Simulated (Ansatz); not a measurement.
CH₄FNOSi, SMILES `O/C(F)=N/[SiH3]`. Charge 0, multiplicity 1.

Cartesian coordinates in Å:
```
O -0.141 1.010 2.238
C -0.046 0.191 1.200
F 0.049 -1.045 1.677
N -0.044 0.513 0.002
Si 0.074 -0.453 -1.424
H -0.209 1.902 1.878
H 1.269 -0.002 -2.180
H -1.140 -0.205 -2.241
H 0.189 -1.910 -1.150
```

(1) What are the harmonic wavenumbers in cm⁻¹ at PBE0-D4/def2-TZVP (Ansatz, finite differences of forces, unscaled)? (An estimate is asked.)

(2) Is this a minimum?

(3) Give the ideal-gas thermochemistry at 298.15 K and 1 bar (rigid rotor, harmonic oscillator; point group Cs, symmetry number 1).

(4) Rotational constants (cm⁻¹)?

Results:

(1) The calculation gave: 54, 144, 158, 467, 575, 578, 700, 715, 760, 777, 948, 951, 953, 1026, 1244, 1392, 1852, 2221, 2238, 2241, 3830.

(2) Yes, all 21 modes are real.

(3) Zero-point energy 142.5 kJ/mol; H(298) − E = 161.1 kJ/mol; entropy 331.1 J/(mol·K), of which translation 165.4, rotation 110.3, vibration 55.4; G(298) − E = 62.3 kJ/mol. Modes under 100 cm⁻¹ are hindered rotations or soft bends, so the harmonic entropy is rough.

(4) 0.3358, 0.07772, 0.06454.
